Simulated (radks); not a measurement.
Polarisability of the silver ion Ag+, [Kr] 4d10, at imaginary frequency. Calculated with a radial shooting solver on a logarithmic mesh with Libxc functionals: scalar-relativistic Kohn-Sham, LDA (Slater exchange, VWN5 correlation), spin-polarised, spherical densities, finite nucleus; Fermi nuclear charge, rms radius 4.5454 fm. Response by self-consistent Sternheimer equations with the Hartree and adiabatic LDA kernel, the relativistic mass of each level held fixed and spin-orbit coupling left out.

| w (hartree) | alpha1(iw) (bohr^3) | alpha2(iw) (bohr^5) |
|---|---|---|
| 0.00266 | 10.73 | 72.90 |
| 0.0143 | 10.72 | 72.59 |
| 0.0360 | 10.68 | 70.93 |
| 0.0697 | 10.55 | 66.27 |
| 0.118 | 10.23 | 57.82 |
| 0.186 | 9.628 | 47.34 |
| 0.280 | 8.666 | 37.63 |
| 0.413 | 7.399 | 29.69 |
| 0.605 | 5.971 | 22.99 |
| 0.892 | 4.511 | 16.94 |
| 1.35 | 3.109 | 11.45 |
| 2.12 | 1.864 | 6.794 |
| 3.59 | 0.9020 | 3.291 |
| 6.94 | 0.3182 | 1.132 |
| 17.5 | 0.07092 | 0.2068 |

Static values: alpha1 = 10.73 bohr^3 (1.590 angstrom^3; uncoupled 16.91), alpha2 = 72.91 bohr^5, alpha3 = 459.0 bohr^7. C6 = 64.53, C8 = 1475, triple-dipole C9 = 463.7 atomic units. One-pole (London) frequency 4 C6 / (3 alpha1^2) = 0.747 hartree, against 0.585 for minus the highest occupied eigenvalue.
